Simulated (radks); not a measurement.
Values are calculated unless marked as measured or tabulated.
Q: The mean radii <r> (bohr) of the occupied orbitals of an atom or ion are listed with their occupations. Code: a radial shooting solver on a logarithmic mesh with Libxc functionals. Model: scalar-relativistic Kohn-Sham, exchange-only B88, spin-polarised, spherical densities, point nucleus.

orbital  occ.     <r>
1s up       1  0.1113
1s down     1  0.1113
2s up       1  0.5670
2s down     1  0.5660
2p up       3  0.5351
2p down     3  0.5333
3s up       1   1.844

Name the element and its charge. Open shells, if any, are filled with parallel spins first.

A: Z = 14, silicon, charge +3: Si3+ in [Ne] 3s1. The 1s radius gives Z: for a bare nucleus <r> = (2 gamma + 1)/(2Z) with gamma = sqrt(1 - (Z/c)^2), 0.1068 bohr for Z = 14, and screening makes it slightly larger (0.1113 here). The occupations add up to 11, and the charge is Z minus that.
